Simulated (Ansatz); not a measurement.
Consider the cleavage of the Al–B bond: `F[B]([AlH2])[SiH3]` + `OC[SiH](F)F` → `F[SiH](F)C[O][AlH2]` + `FB[SiH3]`.

Calculated with Ansatz (gas phase, PBE0-D4/def2-TZVP geometries, no zero-point term in ΔE). CBS: MP2 limit from def2 TZ/QZ plus the TZ coupled-cluster correction, frozen cores. DFT in def2-TZVPP. B3LYP here is the variant with VWN-RPA as its local correlation; programs differ in this. One conformer a species, not always the lowest.

```
             level  ΔE (kcal/mol)  difference from CCSD(T)/CBS
            PBE-D4          -38.8                          5.0
         r2SCAN-D4          -43.2                          0.6
           PBE0-D4          -40.2                          3.6
          B3LYP-D4          -44.2                         -0.4
           ωB97X-V          -43.3                          0.5
           ωB97M-V          -44.2                         -0.4
            B2PLYP          -45.5                         -1.7
               PBE          -38.6                          5.2
            r2SCAN          -43.1                          0.7
              PBE0          -40.1                          3.7
             B3LYP          -44.0                         -0.2
     HF/def2-TZVPP          -47.4                         -3.6
    MP2/def2-TZVPP          -46.9                         -3.1
SCS-MP2/def2-TZVPP          -46.8                         -3.0
   CCSD/def2-TZVPP          -44.5                         -0.7
CCSD(T)/def2-TZVPP          -44.1                         -0.3
     HF/def2-QZVPP          -47.8                         -4.0
    MP2/def2-QZVPP          -46.9                         -3.1
SCS-MP2/def2-QZVPP          -46.8                         -3.0
      HF/CBS(def2)          -47.8                         -4.0
     MP2/CBS(def2)          -46.6                         -2.8
    CCSD/CBS(def2)          -44.2                         -0.4
       CCSD(T)/CBS          -43.8                            0
```

Largest T1 diagnostic among the species: 0.015.

From PBE to PBE0 (25 % exact exchange), in def2-TZVPP and without D4, ΔE moves by −1.4 kcal/mol.
